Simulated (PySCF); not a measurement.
# UHF on Hg³⁺ (mercury, charge +3)

Configuration: [Xe] 4f14 5d9, 2D determinant. Calculation: PySCF 2.14, in def2-SVP with the def2 core potential (60 electrons); a scalar-relativistic core potential.

- Total energy: -150.368364 hartree
- One-electron energy: -246.0292 hartree
- Hartree (Coulomb) energy: 107.8281 hartree
- Exchange energy: -12.1673 hartree
- ⟨S²⟩: 0.7538
- ⟨L²⟩: 6.025
- Sum of ⟨r⟩: 20.79 bohr
- Sum of ⟨r²⟩: 29.15 bohr²
- Traceless quadrupole moment −½Σ⟨3z² − r²⟩ along its main axis: -0.565 e·bohr²
- Time after the integrals: 0.18 s of wall time on 1 thread of Neoverse-N1 (shared host)

```csv
shell,electrons,mean orbital energy (eV),spread (eV),"rms radius, mean of both spins (bohr)"
5s α,1,-172.45,0,0.976
5s β,1,-170.61,0,0.976
5p α,3,-117.72,1.843,1.11
5p β,3,-115.25,1.122,1.11
5d α,5,-50.157,2.158,1.48
5d β,4,-48.978,1.547,1.48
```

Energies and moments cover only the electrons outside the core potential. Spin-orbit coupling, absent here, splits the open shell strongly.
